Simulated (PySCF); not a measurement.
A structure optimised at PBE0-D3(BJ)/def2-SVP, used in a PySCF frequency run:

```
C
H 1 1.1083
H 1 1.1083 2 103.74
C 1 1.5321 2 109.57 3 -116.92
H 4 1.1024 1 111.80 2 -63.77
H 4 1.1024 5 106.47 1 122.37
H 4 1.1035 5 106.84 6 113.89
Be 1 1.6861 2 108.08 3 114.58
N 8 1.5041 2 152.47 1 179.67
H 9 1.0147 8 125.65 2 -145.86
H 9 1.0147 10 108.70 8 179.47
```
Charge 0, spin multiplicity 1.

**Question.** Write its SMILES, formula and point group.

**Answer.** C[CH2][Be][NH2], C2H7BeN, Cs

**Question.** What are its rotational constants (standard atomic weights)?

**Answer.** 25.871, 3.0939, 2.9056 GHz
